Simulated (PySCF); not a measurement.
Coordinates in bohr (charge 0 multiplicity 1):
```
Mn    0.0000    0.0000   -0.1093
H     0.0000    0.0000    2.7019
H     2.2098    1.9064    0.6308
H    -1.1319    2.0982    1.4840
H    -2.2098   -1.9064    0.6308
H     1.1319   -2.0982    1.4840
H     2.9503    0.8097   -0.4914
H    -2.9503   -0.8097   -0.4914
```

Computed with BP86 in PySCF with Mn def2-TZVP, H def2-TZVP; no relativity; density-fitted integrals.

This geometry of MnH₇ is a stationary point at this level.

(1) What is the point group?

(2) Is it a minimum?

(3) List the harmonic modes with their infrared intensities.

(4) What are the dipole moment and the gap between the highest occupied and lowest empty levels?

(5) What is the atomisation energy, with and without zero-point energy?

Answers

(1) C2.

(2) Yes: all harmonic wavenumbers are real.

(3) 
```csv
symmetry,ω (cm⁻¹),IR (km/mol)
b,185,5.7
b,332,123
a,584,2.0
b,594,64.1
b,632,39.5
a,797,1.0
a,825,0.1
a,845,117
b,902,74.2
b,1026,281
a,1183,27.7
a,1870,0.3
b,1890,45.4
a,1958,15.3
b,1979,133
a,2106,2.6
a,2358,92.7
b,2412,506
```

(4) 1.86 D and 1.83 eV.

(5) 1662 kJ/mol without, 1527 kJ/mol with.

Stability towards spin polarisation was not tested. Only a few start shapes were tried, so a lower isomer may exist.
